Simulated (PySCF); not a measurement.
## Adding and removing an electron: LiSe

UHF-CCSD(T); basis Li def2-SVPD, Se def2-SVPD; no relativity; PySCF 2.14. Neutral (UHF): doublet (π ↑), Re = 2.323 Å, ωe = 490 cm⁻¹, De = 2.70 eV.

LiSe⁺ (UHF): triplet (π ↑↑), Re = 2.643 Å, ωe = 296 cm⁻¹, De = 0.85 eV to Li⁺ + Se. The energies at the minima are -2407.26401 hartree for LiSe and -2407.00296 for LiSe⁺.

Q: Work out the adiabatic ionisation energy, without and with harmonic zero-point energies (1 hartree = 27.2114 eV, 1 eV = 8065.5 cm⁻¹), and the change of the bond length.

A: At UHF-CCSD(T): 0.26105 hartree = 7.104 eV between the minima; the zero-point term (296.0 − 490.0)/2 cm⁻¹ = -0.012 eV makes it 7.092 eV. Re changes by +32.0 pm against the neutral. The electron leaves a π orbital, and the longer bond of the ion fits a bonding orbital, or a change in how ionic the bond is.

Correlated steps freeze 9 core orbitals. Correlated levels converge slowly with the basis: in double zeta they bind strong bonds too weakly, by up to about 1 eV, and carry superposition errors of some tenths. Spin–orbit coupling is left out. For an ion De counts to the pair picked by the measured ionisation energies or electron affinities, which need not be the lowest pair at this level. States were picked by a PBE0 search and need not be the measured ground states.
